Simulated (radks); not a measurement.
Charge is removed step by step from the 1s level of H, starting from 1s1. Method: non-relativistic Kohn-Sham, r2SCAN, spin-unpolarised, spherical densities, point nucleus; meta-GGA in the generalised Kohn-Sham scheme; without spin polarisation the odd electron is poorly described; computed with a radial shooting solver on a logarithmic mesh with Libxc functionals.

\begin{tabular}{lrr}
removed (e) & E - E(0) (eV) & eigenvalue (eV) \\ \hline
0 & 0.000 & -6.650 \\
0.25 & 2.022 & -9.561 \\
0.5 & 4.791 & -12.596 \\
0.75 & 8.304 & -15.413 \\
\end{tabular}

The mean slope of the eigenvalue, de/dn, is 11.7 eV per electron.
